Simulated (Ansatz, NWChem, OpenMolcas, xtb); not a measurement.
A small benchmark: dipole moment

8 molecules holding an element past argon; the dipole moment in D, computed less measured. Shapes, held fixed at every level: PBE0-D4/def2-TZVP. No vibrational averaging. Dipoles are compared by magnitude; molecules under 1 D, whose direction can flip, are left out. Programs: Ansatz 0.2.0, NWChem 7.3.0, OpenMolcas 26.06, xtb 6.7.1. A level may come from different programs for different species; with the same settings they agree closely. Measured values: NIST CCCBDB.

Levels: A = GFN0-xTB; B = PBE-D4/def2-TZVPP; C = B3LYP/6-31G* (Cartesian functions); D = B3LYP-D4/def2-TZVPP; E = wB97M-V/def2-TZVPP.

```json
{"molecule": "BrF (bromine fluoride)", "measured": "1.42", "A": "-0.04", "B": "-0.18", "C": "-0.09", "D": "-0.02", "E": "+0.02"}
{"molecule": "CuF (fluorocopper)", "measured": "5.77", "A": "+0.74", "B": "-1.19", "C": "-1.61", "D": "-0.67", "E": "-0.38"}
{"molecule": "AsF3 (arsenic trifluoride)", "measured": "2.59", "A": "-0.38", "B": "-0.32", "C": "-0.32", "D": "-0.06", "E": "-0.06"}
{"molecule": "CH2Br2 (dibromomethane)", "measured": "1.43", "A": "+0.47", "B": "0.00", "C": "+0.20", "D": "+0.06", "E": "+0.07"}
{"molecule": "CH3Br (bromomethane)", "measured": "1.81", "A": "+0.15", "B": "+0.02", "C": "+0.20", "D": "+0.08", "E": "+0.08"}
{"molecule": "CHBrF2 (SMILES FC(F)Br)", "measured": "1.50", "A": "+0.45", "B": "-0.22", "C": "-0.11", "D": "-0.13", "E": "-0.13"}
{"molecule": "C2H3Br (vinyl bromide)", "measured": "1.42", "A": "-0.38", "B": "-0.09", "C": "+0.12", "D": "0.00", "E": "+0.05"}
{"molecule": "C2H5Br (bromoethane)", "measured": "2.03", "A": "+0.10", "B": "+0.04", "C": "+0.21", "D": "+0.10", "E": "+0.10"}
```

(1) Which level does best on this set, which worst, and which err to one side?

## Answers

(1) 
```
                             level                    kind  mean error  mean absolute error  worst case
                          GFN0-xTB          semi-empirical      +0.139                0.339         CuF
                 PBE-D4/def2-TZVPP                     GGA      -0.242                0.258         CuF
B3LYP/6-31G* (Cartesian functions)           global hybrid      -0.175                0.358         CuF
               B3LYP-D4/def2-TZVPP           global hybrid      -0.080                0.140         CuF
                wB97M-V/def2-TZVPP  range-separated hybrid      -0.031                0.111         CuF
```

On this set wB97M-V/def2-TZVPP has the smallest mean absolute error and B3LYP/6-31G* (Cartesian functions) the largest. Without CuF the largest would be that of GFN0-xTB. No level errs clearly to one side. The smallest two are near a tie. The largest two are near a tie. Relativity is left out for As, Br, Cu. The set is small.
